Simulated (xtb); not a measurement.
TaF5, SMILES [F][Ta]([F])([F])([F])[F], multiplicity 1. All values are semi-empirical tight-binding results from xtb (GFN2-xTB unless named), good for trends rather than for accurate numbers. Coordinates come from a GFN2-xTB optimisation. The spin state was assumed, not searched. The isomer is the one that the SMILES or the coordinates give; other isomers of the formula were not compared.

For metal compounds this method's bond lengths and energies can be far off.

Computed properties:
The point group as xtb finds it comes out as D3h and the orbital gap comes out as 6.48 eV. The zero-point energy comes out as 5.2 kcal/mol. The G − E(el) at 298.15 K (modified RRHO) comes out as -14.9 kcal/mol.
